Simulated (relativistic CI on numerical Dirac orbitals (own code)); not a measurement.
# Magnetism of Ir4+, 5d5, in a crystal field

Calculated by Dirac-Coulomb-Breit CI, separate exchange-only KLI orbitals for each configuration, QED by a radiative potential, valence Slater integrals scaled by 0.85, one configuration in a parametric crystal field (own radial code).

Field parameters in Wybourne normalisation: Oh B⁴₀ = 21Dq, B⁴₄ = √(5/14) B⁴₀. The field is a parameter set, without covalency.

S is read from ⟨S²⟩ = S(S + 1).

Powder χT (cm³ K mol⁻¹) by Van Vleck's formula, with temperature-independent terms:

| Field | 2 K | 5 K | 10 K | 20 K | 50 K | 100 K | 200 K | 300 K |
| --- | --- | --- | --- | --- | --- | --- | --- | --- |
| Oh, 10Dq = 8500 cm⁻¹ | 0.976 | 1.03 | 1.12 | 1.3 | 1.84 | 2.66 | 3.5 | 3.76 |
| Oh, 10Dq = 15300 cm⁻¹ | 0.722 | 0.728 | 0.738 | 0.756 | 0.813 | 0.907 | 1.1 | 1.28 |
| Oh, 10Dq = 22100 cm⁻¹ | 0.502 | 0.503 | 0.505 | 0.508 | 0.517 | 0.532 | 0.563 | 0.594 |
| Oh, 10Dq = 28900 cm⁻¹ | 0.471 | 0.472 | 0.473 | 0.475 | 0.482 | 0.493 | 0.516 | 0.538 |
| Oh, 10Dq = 35700 cm⁻¹ | 0.459 | 0.46 | 0.461 | 0.463 | 0.469 | 0.479 | 0.5 | 0.52 |
| Oh, 10Dq = 42500 cm⁻¹ | 0.451 | 0.451 | 0.452 | 0.454 | 0.46 | 0.47 | 0.489 | 0.509 |

Q: For Oh, 10Dq = 42500 cm⁻¹: what effective moment follows at 300 K?

A: μ_eff = √(8χT) = 2.02 μB. The ground level has S = 0.59; the spin-only moment for S = 1/2 is 1.73 μB. The difference comes from the orbital moment, spin-orbit mixing of terms and temperature-independent paramagnetism, all larger in this ionic model than in covalent complexes.
